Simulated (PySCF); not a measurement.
A structure optimised at B3LYP-D3(BJ)/def2-SVP, used in a PySCF frequency run:

```xyz
10

C     -1.7912    -0.8882     0.6901
C     -0.6636    -0.0314     0.1974
Cl    -1.1970     1.4413    -0.6268
C      0.6170    -0.2757     0.3218
C      1.8933    -0.5083     0.4959
F      2.6446    -1.2020    -0.3743
H     -1.4043    -1.7850     1.1929
H     -2.4209    -0.3190     1.3926
H     -2.4307    -1.1929    -0.1537
H      2.4705    -0.1646     1.3618
```
Charge 0, spin multiplicity 1.

Write its SMILES and formula.

CC(Cl)=C=CF, C4H4ClF

What are its rotational constants (standard atomic weights)?

5.2146, 1.3993, 1.1639 GHz
